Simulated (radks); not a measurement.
Question: These are the eigenvalues of the occupied orbitals of an atom or ion with whole-number occupations (hartree). Calculated with a radial shooting solver on a logarithmic mesh with Libxc functionals: scalar-relativistic Kohn-Sham, r2SCAN, spin-polarised, spherical densities, finite nucleus; meta-GGA in the generalised Kohn-Sham scheme; Fermi nuclear charge, rms radius of each element as measured or else 0.836 A^(1/3) + 0.57 fm.

orbital  eigenvalue
1s        -2280.728
2s        -410.4320
2p        -364.8729
3s        -114.6372
3p        -100.8350
3d        -84.05749
4s        -43.09326
4p        -38.23744
4d        -31.89602

Which element is it, and in what charge state? The configuration may be excited. Open shells, if any, are filled with parallel spins first.

Answer: Z = 70, ytterbium, charge +24: Yb24+ in [Kr] 4d10. The list shows which subshells hold electrons but not how many an open one holds; the 1s level, -2280.7 hartree, gives Z - s = 67.5 by -(Z - s)^2/2, which with screening and relativity narrows Z to a few neighbours, and the depths of the outer levels then fix element, charge and occupations together.
